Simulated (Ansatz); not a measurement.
Ansatz (a first-principles code) input:
A basis named .json is the Basis Set Exchange file of that set.

Ansatz 0.2 input:
```yaml
crystal:
  periodic: [false, false, false]
  atoms:
    - {symbol: C, position_ang: [-1.25377532, -0.54779303, 0.86879879]}
    - {symbol: C, position_ang: [-0.30470165, 0.30344922, 0.08992152]}
    - {symbol: C, position_ang: [0.64880199, 1.04288677, 1.03991753]}
    - {symbol: C, position_ang: [-1.11607515, 1.35292572, -0.70725218]}
    - {symbol: C, position_ang: [0.48165564, -0.55710391, -0.92657096]}
    - {symbol: C, position_ang: [1.37265678, -1.63736082, -0.32037582]}
    - {symbol: H, position_ang: [-1.80714966, -1.33918602, 0.37903918]}
    - {symbol: H, position_ang: [-1.53270288, -0.28900820, 1.88163529]}
    - {symbol: H, position_ang: [0.08897221, 1.70599793, 1.70270468]}
    - {symbol: H, position_ang: [1.36001053, 1.65240310, 0.47772700]}
    - {symbol: H, position_ang: [1.21264527, 0.34906462, 1.66348303]}
    - {symbol: H, position_ang: [-0.44392266, 1.99538434, -1.28298361]}
    - {symbol: H, position_ang: [-1.80311032, 0.86803953, -1.40292561]}
    - {symbol: H, position_ang: [-1.70123965, 1.98433435, -0.03688365]}
    - {symbol: H, position_ang: [-0.24251932, -1.02473657, -1.60116672]}
    - {symbol: H, position_ang: [1.08758276, 0.11184261, -1.54572936]}
    - {symbol: H, position_ang: [2.18166675, -1.20900434, 0.27311100]}
    - {symbol: H, position_ang: [0.80005253, -2.30200740, 0.32951173]}
    - {symbol: H, position_ang: [1.82834056, -2.24514775, -1.10415636]}
basis:
  gaussian:
    orbitals: cc-pVTZ
    fitting: {mean_field: def2-universal-jkfit, correlation: cc-pVTZ-RIFIT.json}
magnetization: {spin_polarized: true, initial_magnetization: 1}
correlation: {method: mp2, electrons: outside_noble_gas}
```

Q: Predict the final energy.

A: -235.85071 Eh (RI-MP2/cc-pVTZ). The basis has 362 functions.

It need not be the lowest isomer of its formula.
